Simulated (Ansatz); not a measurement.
Cost and result for the atomization energy of CH$_{7}$FO$_{3}$Si$_{2}$, SMILES `O[SiH](O)C[SiH](O)F` (14 atoms, 13 bonds).

```json
{"atom": "O1", "x (Å)": "0.774", "y (Å)": "-0.548", "z (Å)": "1.959"}
{"atom": "Si2", "x (Å)": "0.771", "y (Å)": "0.643", "z (Å)": "0.832"}
{"atom": "O3", "x (Å)": "1.785", "y (Å)": "0.325", "z (Å)": "-0.441"}
{"atom": "C4", "x (Å)": "-0.910", "y (Å)": "0.685", "z (Å)": "0.081"}
{"atom": "Si5", "x (Å)": "-1.368", "y (Å)": "-0.808", "z (Å)": "-0.940"}
{"atom": "O6", "x (Å)": "-0.100", "y (Å)": "-1.336", "z (Å)": "-1.813"}
{"atom": "F7", "x (Å)": "-2.532", "y (Å)": "-0.373", "z (Å)": "-1.945"}
{"atom": "H8", "x (Å)": "1.449", "y (Å)": "-0.551", "z (Å)": "2.638"}
{"atom": "H9", "x (Å)": "1.224", "y (Å)": "1.910", "z (Å)": "1.467"}
{"atom": "H10", "x (Å)": "2.727", "y (Å)": "0.463", "z (Å)": "-0.336"}
{"atom": "H11", "x (Å)": "-1.661", "y (Å)": "0.828", "z (Å)": "0.864"}
{"atom": "H12", "x (Å)": "-0.963", "y (Å)": "1.555", "z (Å)": "-0.585"}
{"atom": "H13", "x (Å)": "-1.934", "y (Å)": "-1.908", "z (Å)": "-0.132"}
{"atom": "H14", "x (Å)": "0.737", "y (Å)": "-0.885", "z (Å)": "-1.648"}
```

The species carries charge 0 and has multiplicity 1. The geometry is a stationary point of PBE0-D4/def2-TZVP. It is one conformer, not always the lowest. Program: Ansatz. All runs use 2 threads of an AMD EPYC 7R13 on a shared host and a share of an NVIDIA H100 80 GB. Times are those of one run each, without the atoms' runs, and a repeat can differ threefold. Electronic energies, without spin–orbit coupling; frozen cores. CCSD(T)/CBS adds CCSD(T) − MP2 in def2-TZVPP to the MP2 limit, and its time is that of the two runs behind it. T1 = 0.012. B3LYP takes the VWN-RPA correlation (the form of Gaussian; ORCA's B3LYP/G).

CCSD(T)/CBS is a level of theory with its own doubt, some kJ/mol a heavy atom from the limit and from the frozen cores, so smaller differences don't rank the functionals.

```csv
level,functions,wall time,atomization (kcal/mol),difference from CCSD(T)/CBS,per bond
PBE0-D4/def2-TZVPP,337,1.8 s,1315.2,-22.6,-1.7
B3LYP-D4/def2-TZVPP (with forces),337,1.9 s,1321.9,-15.9,-1.2
PBE-D4/def2-TZVPP (with forces),337,2 s,1340.6,2.8,0.2
ωB97X-V/def2-TZVPP,337,2.2 s,1332.7,-5.1,-0.4
B2PLYP/def2-TZVPP,337,2.3 s,1313.5,-24.3,-1.9
r2SCAN-D4/def2-TZVPP (with forces),337,2.3 s,1331.5,-6.3,-0.5
ωB97M-V/def2-TZVPP (with forces),337,3.1 s,1334.3,-3.5,-0.3
MP2/def2-QZVPP,635,5.5 s,1355.8,18.0,1.4
CCSD(T)/def2-TZVPP,337,12 s,1297.5,-40.3,-3.1
CCSD(T)/CBS(def2),–,17 s,1337.8,0.0,0.0
```

In def2-TZVPP, CCSD(T) changes the Hartree–Fock value by +331.8 kcal/mol (the triples alone add +19.1 kcal/mol) and MP2 by +365.8 kcal/mol; breaking electron pairs costs correlation energy, which Hartree–Fock lacks. From PBE to PBE0 (25 % exact exchange), in def2-TZVPP and without D4, the atomization energy moves by −24.2 kcal/mol: exact exchange takes away binding that semilocal exchange gives to molecules. The D4 term adds +13.5 kcal/mol with B3LYP and +7.1 kcal/mol with PBE0; it sums over pairs of atoms, weighted by their polarisabilities, and B3LYP, whose exchange is more repulsive, gets the larger term.
